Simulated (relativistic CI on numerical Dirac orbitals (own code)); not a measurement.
**Mn+ in a cubic cluster: L2,3 absorption with charge transfer**

Computed with a charge-transfer multiplet model of a cubic metal-ligand cluster with up to 3 ligand holes, Slater and spin-orbit integrals from Dirac-Coulomb-Breit ions, Slater integrals scaled by 0.8. The parameters are those of a tetrahedral site (10Dq negative, t2 hopping the larger). The ground state mixes d6 with configurations of k ligand holes L, whose averages lie at kΔ + k(k − 1)U_dd/2; a core hole lowers each added d electron by U_cd. 300 K, Lorentzian 0.4 eV and Gaussian 0.3 eV FWHM.

Atomic integrals in eV (Slater integrals scaled, ζ unscaled), ground: F2dd 7.203, F4dd 4.433, zeta_d 0.031; with the core hole: F2dd 7.920, F4dd 4.884, zeta_d 0.046, zeta_core 6.798, F2cd 4.549, G1cd 3.306, G3cd 1.876.

Cluster parameters (eV): U_dd = 6.3, U_cd = 7.7, 10Dq = -0.35, 10Dq(ligand) = 0, V(eg) = 1.27, V(t2g) = -2.17, final-state hopping factor = 0.9.

| Case | n_d | d6 | d7L | d8L2 | d9L3 | S |
| --- | --- | --- | --- | --- | --- | --- |
| Δ = 7.2 eV | 6.16 | 0.84 | 0.15 | 0.01 | 0.00 | 2.00 |
| Δ = 9.2 eV | 6.12 | 0.89 | 0.11 | 0.00 | 0.00 | 2.00 |
| Δ = 10.2 eV | 6.10 | 0.90 | 0.09 | 0.00 | 0.00 | 2.00 |
| Δ = 11.2 eV | 6.09 | 0.92 | 0.08 | 0.00 | 0.00 | 2.00 |
| Δ = 12.2 eV | 6.08 | 0.93 | 0.07 | 0.00 | 0.00 | 2.00 |

Weights, n_d and S are thermal averages at 300 K. Photon energies count from the first peak over 30 % of the highest in each spectrum, which can be another peak from case to case. The parameters are a model scan and need not match a compound or its usual spin state. Peaks in eV (height, largest 100):
- Δ = 7.2 eV: -1.6 (12), 0.0 (100), 2.2 (31), 3.3 (12), 10.3 (29), 11.2 (30), 12.9 (11)
- Δ = 9.2 eV: 0.0 (100), 2.3 (31), 3.4 (13), 10.2 (29), 11.2 (30), 13.0 (11)
- Δ = 10.2 eV: 0.0 (100), 2.3 (31), 3.4 (13), 10.5 (31), 11.2 (28), 13.0 (10)
- Δ = 11.2 eV: 0.0 (100), 2.3 (31), 3.4 (13), 10.5 (31), 11.1 (30), 12.7 (11)
- Δ = 12.2 eV: 0.0 (100), 2.3 (32), 3.5 (13), 10.6 (31), 11.1 (31), 13.0 (11)

For the case Δ = 9.2 eV, Δ = 9.2 eV is larger than U_dd = 6.3 eV, the Mott-Hubbard side of the Zaanen-Sawatzky-Allen scheme. With the core hole the configuration with one ligand hole lies at Δ + U_dd − U_cd = 5.8, 7.8, 8.8, 9.8, 10.8 eV from the one without, in the order of the table; where this is negative the screened configuration lies lower.
